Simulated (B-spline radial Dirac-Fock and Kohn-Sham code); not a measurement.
**B 2p1/2: cross section and angular parameters**

System: atomic boron, [He] 2s2 2p1; threshold 6.10 eV (orbital energy of the model). The computed values come from a B-spline atomic structure program: Dirac-Hartree-Slater photoionisation with a Latter tail; cross sections with all multipoles, angular parameters from the dipole term and its interference with E2.

```csv
hν (eV),σ (kb),β,γ,δ
91.6,11.9,1.344,0.149,0.011
122,4.87,1.213,0.170,0.015
154,2.32,1.091,0.180,0.019
200,1.01,0.958,0.189,0.025
239,0.578,0.875,0.198,0.030
304,0.266,0.767,0.218,0.037
363,0.147,0.692,0.235,0.043
381,0.125,0.672,0.240,0.045
400,0.106,0.653,0.245,0.047
509,0.0459,0.562,0.269,0.058
517,0.0434,0.556,0.271,0.059
636,0.0207,0.484,0.295,0.069
1000,0.00380,0.329,0.350,0.098
1130,0.00237,0.289,0.363,0.107
1486.9,0.000810,0.206,0.387,0.130
1520,0.000743,0.200,0.389,0.132
3250,3.63e-05,0.102,0.483,0.208
3520,2.63e-05,0.099,0.504,0.218
4000,1.57e-05,0.094,0.540,0.233
5070,5.97e-06,0.078,0.611,0.266
5414.7,4.55e-06,0.073,0.630,0.276
5580,4.02e-06,0.071,0.638,0.280
6000,2.98e-06,0.065,0.659,0.292
6310,2.42e-06,0.061,0.673,0.301
7790,1.00e-06,0.047,0.732,0.337
8700,6.32e-07,0.041,0.766,0.357
10700,2.65e-07,0.029,0.836,0.398
12000,1.64e-07,0.023,0.879,0.423
13100,?,?,?,?
15000,6.39e-08,0.009,0.965,0.475
```

**Question.** Give the values at 13100 eV.

**Answer.** σ = 1.13e-07 kb, β = 0.017, γ = 0.911, δ = 0.443.
